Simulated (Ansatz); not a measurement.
Basis-set extrapolation for `F[SiH]1C=N1` (PBE0-D4/def2-TZVP geometry, frozen core, the Gaussian-basis code of Ansatz). Multiplicity 1, RHF reference.

```json
{"": "HF", "def2-TZVPP": "-481.951768", "def2-QZVPP": "-481.970269"}
{"": "MP2 correlation", "def2-TZVPP": "-0.708398", "def2-QZVPP": "-0.765401"}
{"": "CCSD(T) correlation", "def2-TZVPP": "-0.754559", "def2-QZVPP": "not run"}
```

Energies in hartree. Use E(X) = E(∞) + A·exp(−7.88·√X) for Hartree–Fock and E(X) = E(∞) + B·X^(−2.97) for correlation, with X = 3 and 4, and add CCSD(T) minus MP2 of the smaller set to the MP2 limit.

**Question.** What is the CCSD(T) energy at the basis-set limit?

**Answer.** HF limit: -481.970269 + (-0.018501) × 0.13774 = -481.97282. MP2 limit: -0.765401 + (-0.057003) × 0.74074 = -0.80763. Higher-order term: -0.754559 − (-0.708398) = -0.04616. Total: -482.82661 hartree, 315.8 kJ/mol below CCSD(T)/def2-TZVPP.
